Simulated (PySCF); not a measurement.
Compound: W(NMe)2Me2, C4H12N2W (singlet state).
Bonds: W1–N2, W1–N7, W1–C12, W1–C16, N2–C3, N7–C8. Hydrogens: H4, H5, H6 on C3; H9, H10, H11 on C8; H13, H14, H15 on C12; H17, H18, H19 on C16.

Method: PySCF 2.14.0, PBE0-D3(BJ)/def2-SVP geometry optimisation, gas phase, def2 core potentials past Kr; density fitting, grid level 1; the optimiser is geomeTRIC in internal coordinates, started from a GFN2-xTB structure with every atom displaced at random (about 0.03 Å).

Step 1: E = -9136.4324 eV
```
atom  x, y, z in Å  |  force x, y, z in eV/Å
W1     -0.3936    0.0170   -0.2922    0.361  -1.133   0.232
N2     -0.4965    0.0462    1.4542    0.008  -0.061   0.272
C3     -0.0905    0.0300    2.8026    0.490  -0.001   0.377
H4      0.6563    0.8147    3.0332   -0.135   0.102  -0.090
H5     -0.9445    0.1792    3.4826   -0.062  -0.024   0.023
H6      0.4080   -0.9184    3.0829   -0.198  -0.055  -0.064
N7      1.2348    0.0088   -0.9389    0.825  -0.056  -0.114
C8      2.6682   -0.0215   -0.9946   -0.692  -0.024   0.264
H9      2.9995   -0.1590   -2.0331    0.117   0.033  -0.100
H10     3.0987    0.9117   -0.5966    0.058   0.064  -0.089
H11     3.0708   -0.8521   -0.3908    0.039  -0.055  -0.031
C12    -1.3195    1.6996   -0.9363   -0.922   1.472  -0.639
H13    -1.2632    1.7757   -2.0359    0.153   0.040  -0.049
H14    -1.0072    2.6634   -0.5071    0.004   0.009  -0.027
H15    -2.3918    1.5622   -0.6901    0.012   0.027   0.149
C16    -1.4163   -1.6976   -0.9724   -0.127  -0.631  -0.242
H17    -2.4272   -1.7584   -0.5310    0.029   0.075   0.022
H18    -0.9258   -2.6685   -0.7783    0.021   0.122   0.076
H19    -1.5231   -1.6397   -2.0737    0.018   0.095   0.028
```

Step 2: E = -9136.5183 eV
```
atom  x, y, z in Å  |  force x, y, z in eV/Å
W1     -0.4097    0.0041   -0.2968   -0.086   0.732   0.022
N2     -0.4784    0.0239    1.4627   -0.004  -0.111  -0.355
C3     -0.0436    0.0055    2.8111   -0.426  -0.339   0.141
H4      0.6689    0.7985    3.0308    0.360   0.440   0.021
H5     -0.9032    0.1460    3.5005    0.148  -0.074  -0.145
H6      0.4445   -0.9506    3.0778   -0.080   0.005  -0.055
N7      1.2352   -0.0151   -0.9243   -0.089  -0.097   0.074
C8      2.6598   -0.0494   -0.9589   -0.136   0.132  -0.283
H9      3.0151   -0.1934   -2.0049   -0.086   0.062   0.317
H10     3.0994    0.8932   -0.5799   -0.054  -0.059  -0.067
H11     3.0727   -0.8720   -0.3535   -0.029  -0.089   0.047
C12    -1.3940    1.8213   -0.9910    0.296  -0.504   0.359
H13    -1.3126    1.8955   -2.0835    0.054  -0.010  -0.188
H14    -1.0598    2.7790   -0.5588    0.062  -0.128   0.023
H15    -2.4599    1.6968   -0.7288   -0.061   0.007   0.037
C16    -1.4015   -1.7591   -0.9707    0.029  -0.107   0.071
H17    -2.4125   -1.8221   -0.5251    0.085   0.046  -0.033
H18    -0.8846   -2.7077   -0.7519    0.017   0.043   0.046
H19    -1.4987   -1.7009   -2.0703    0.001   0.052  -0.033
```

Question: Estimate the geometry and energy of step 3. (The exact step hangs on the optimiser's Hessian estimate; all steps are aligned on step 2, rigid shifts and turns removed.)

Answer: E = -9136.5560 eV, largest force 0.369 eV/Å
```
atom  x, y, z in Å  |  force x, y, z in eV/Å
W1     -0.4217    0.0164   -0.3010   -0.265   0.238  -0.099
N2     -0.4882    0.0277    1.4510   -0.024  -0.049   0.034
C3     -0.0418    0.0048    2.7948    0.107   0.129   0.113
H4      0.6838    0.8179    3.0053   -0.112  -0.124  -0.043
H5     -0.8921    0.1324    3.4895    0.040  -0.001  -0.031
H6      0.4466   -0.9541    3.0444   -0.001   0.010  -0.004
N7      1.2149   -0.0084   -0.9264    0.084  -0.025  -0.065
C8      2.6325   -0.0448   -0.9512   -0.009   0.009  -0.053
H9      2.9966   -0.1952   -1.9850   -0.009   0.014   0.083
H10     3.0681    0.8989   -0.5781    0.008  -0.007  -0.012
H11     3.0312   -0.8687   -0.3336    0.011  -0.002  -0.001
C12    -1.3793    1.8079   -0.9821    0.057  -0.192   0.026
H13    -1.2894    1.8847   -2.0806    0.000   0.000   0.032
H14    -1.0260    2.7530   -0.5430    0.041  -0.024   0.018
H15    -2.4492    1.6984   -0.7184    0.016   0.036  -0.006
C16    -1.3933   -1.7570   -0.9682    0.032  -0.068  -0.020
H17    -2.4030   -1.8223   -0.5263    0.006   0.018  -0.009
H18    -0.8662   -2.6964   -0.7371    0.014   0.026   0.028
H19    -1.4864   -1.7016   -2.0694    0.003   0.014   0.008
```

The energy changes by -0.0377 eV. The first-order estimate −F·Δx gives -0.0672 eV and the mean of the old and new forces, exact on a quadratic surface, -0.0380 eV. The step makes an angle of 67° with the force vector and moves no atom by more than 0.046 Å.

The cost below is that of the whole optimisation. Hardware: one thread of an Arm Neoverse V2, no GPU, on a shared host. Cost: 8.7 min, 0.74 GiB resident at most.
